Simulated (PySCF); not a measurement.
## Radial density of F (fluorine, neutral)

r2SCAN, [He] 2s2 2p5, 2P determinant. Computed with PySCF 2.14 in jorge-DZP-DKH (4s2p1d, 15 functions), with the spin-free X2C one-electron Hamiltonian (Gaussian nucleus).

| r (bohr) | 4πr²ρ (e/bohr) | 4πr²(ρα − ρβ) |
| --- | --- | --- |
| 0.00254 | 0.03624 | 0.0000 |
| 0.00427 | 0.1001 | 0.0000 |
| 0.00718 | 0.2677 | 0.0000 |
| 0.0121 | 0.6797 | -0.0001 |
| 0.0203 | 1.643 | -0.0001 |
| 0.0342 | 3.600 | 0.0002 |
| 0.0575 | 6.704 | 0.0029 |
| 0.0967 | 9.463 | 0.0188 |
| 0.163 | 8.630 | 0.0888 |
| 0.274 | 4.808 | 0.3050 |
| 0.460 | 4.705 | 0.7232 |
| 0.774 | 6.275 | 0.9064 |
| 1.30 | 3.490 | 0.4684 |
| 2.19 | 0.6568 | 0.0750 |
| 3.68 | 0.02363 | 0.0030 |

Densities and radii are taken from the X2C orbitals without a picture-change correction, which distorts them close to the nucleus.
